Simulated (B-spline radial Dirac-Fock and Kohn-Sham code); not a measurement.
**Binding energies of O⁺ in different valence configurations**

These are calculated numbers from a radial B-spline solver; the model is multi-electron Dirac-Fock with separately optimised hole states, Breit and Lamb-shift corrections added in first order. Correlation energy is missing from these numbers.

Reference: the tabulated ground configuration [He] 2s2 2p3, with 2s 47.90 eV, 2p 32.23 eV.

Shifts from the reference in eV.

```
configuration  average energy     2s     2p
 [He] 2s1 2p4          +17.22  +2.66  -1.55
```
